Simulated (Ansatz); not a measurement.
Reaction (isomerisation): `[SiH3]N[SiH2][SeH]` → `N[SiH]([SiH3])[SeH]`

Program: Ansatz. Geometries: PBE0-D4/def2-TZVP. ΔE: electronic, gas phase. CBS: MP2 limit from def2 TZ/QZ plus the TZ coupled-cluster correction, frozen cores. DFT in def2-TZVPP. B3LYP here is the variant with VWN-RPA as its local correlation; programs differ in this. For Se outer-core shells are correlated without core-valence functions, which leaves a few kJ/mol of doubt a bond. Scalar relativity is left out up to krypton. One conformer a species, not always the lowest.

```
   level  ΔE (kcal/mol)
 PBE0-D4           10.6
B3LYP-D4           13.4
```

(1) What does CCSD(T)/CBS give? (Estimate.)

Largest T1 diagnostic among the species: 0.011.

## Answers

(1) Ansatz gave: +14.1 kcal/mol. The listed levels differ from it by -3.5, -0.7 kcal/mol.

From PBE to PBE0 (25 % exact exchange), in def2-TZVPP and without D4, ΔE moves by +1.5 kcal/mol. In def2-TZVPP, CCSD(T) changes the Hartree–Fock value by −3.3 kcal/mol (the triples alone add −0.4 kcal/mol) and MP2 by −1.7 kcal/mol.
